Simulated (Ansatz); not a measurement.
These are frozen-core CCSD(T)/def2-TZVPP // r2SCAN-D4/def2-TZVP (Ansatz, a quantum-chemistry and plane-wave program) values and carry that method's errors.

Ansatz 0.2 input:
```yaml
crystal:
  periodic: [false, false, false]
  atoms:
    - { symbol: F, position_ang: [2.036121, -1.23562, -0.23136] }
    - { symbol: Si, position_ang: [1.326197, 0.17488, -0.503588] }
    - { symbol: F, position_ang: [2.001468, 1.202229, 0.524125] }
    - { symbol: Si, position_ang: [-0.98324, -0.012394, -0.005107] }
    - { symbol: H, position_ang: [-1.217045, -0.45079, 1.396541] }
    - { symbol: H, position_ang: [-1.59803, 1.318984, -0.230804] }
    - { symbol: H, position_ang: [-1.565471, -0.99729, -0.949808] }
basis:
  gaussian: { orbitals: def2-TZVPP }
correlation:
  method: ccsd_t
magnetization:
  spin_polarized: true
  initial_magnetization: 1
```

Output:

```
Functional definition: HF
1132 factors; integrals over basis functions are off by at most 7.3e-4 eV
mean field evaluation 1: about -21186.0058 eV, gradient 2.6e1 eV
mean field evaluation 2: about -21186.0126 eV, gradient 2.6e1 eV
mean field evaluation 4: about -21189.1626 eV, gradient 2.7e0 eV
mean field evaluation 8: about -21189.2976 eV, gradient 1.5e-1 eV
mean field evaluation 16: about -21188.2640 eV, gradient 1.8e1 eV
mean field -21189.29838529 eV, -778.6923530372 hartree, gradient 2.7e-6 eV, S^2 0.762562; 0 other end points of the search recorded, 0 dependent functions left out
12 core orbitals not correlated
reference -21189.29838529 eV, -778.6923530372 hartree; 13, 12 occupied and 163, 164 virtual orbitals, 1132 factors
second order -19.53399139 eV of doubles, -0.00000000 eV of singles
cycle   1  -19.78504983 eV  change   -2.5e-1 eV  update   1.0e-1
cycle   2  -20.26822918 eV  change   -4.8e-1 eV  update   3.4e-2
cycle   3  -20.40415751 eV  change   -1.4e-1 eV  update   2.0e-2
cycle   4  -20.39189488 eV  change    1.2e-2 eV  update   6.0e-3
cycle   5  -20.38992871 eV  change    2.0e-3 eV  update   3.1e-3
cycle   6  -20.39191890 eV  change   -2.0e-3 eV  update   1.3e-3
cycle   7  -20.39173547 eV  change    1.8e-4 eV  update   6.5e-4
cycle   8  -20.39185962 eV  change   -1.2e-4 eV  update   2.7e-4
cycle   9  -20.39202554 eV  change   -1.7e-4 eV  update   1.1e-4
cycle  10  -20.39197945 eV  change    4.6e-5 eV  update   4.6e-5
cycle  11  -20.39198341 eV  change   -4.0e-6 eV  update   2.1e-5
perturbative correction -0.62298686 eV, -0.0228943447 hartree
Total energy: -21210.31335556 eV, -779.4646389501 hartree
```

Cost: about 7 core-minutes (a rough figure).
